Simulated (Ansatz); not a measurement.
`B[S][GaH][Cl]` + SiH₄ → `B[S][GaH][SiH3]` + HCl  (formal exchange of groups at a Ga–Cl bond)

Isolated molecules relaxed with PBE0-D4/def2-TZVP in Ansatz; ΔE leaves out vibrations. CBS: MP2 limit from def2 TZ/QZ plus the TZ coupled-cluster correction, frozen cores. This one scheme is used for every species. DFT in def2-TZVPP. For Ga outer-core shells are correlated without core-valence functions, which leaves a few kJ/mol of doubt a bond. Scalar relativity is left out up to krypton. Each species was taken in one conformer, which may not be the lowest.

```tsv
level	ΔE (kJ/mol)
PBE-D4	91.3
PBE	94.5
r2SCAN0	108.0
MP2/CBS(def2)	109.6
```

Q: What does CCSD(T)/CBS give? (Estimate.)

A: The calculation gave: +102.8 kJ/mol. The listed levels differ from it by -11.5, -8.3, 5.2, 6.8 kJ/mol.

Largest T1 diagnostic among the species: 0.014.

From BLYP to BHLYP (50 % exact exchange), in def2-TZVPP and without D4, ΔE moves by +10.7 kJ/mol. In def2-TZVPP, CCSD(T) changes the Hartree–Fock value by −28.7 kJ/mol (the triples alone add −2.2 kJ/mol) and MP2 by −21.8 kJ/mol.
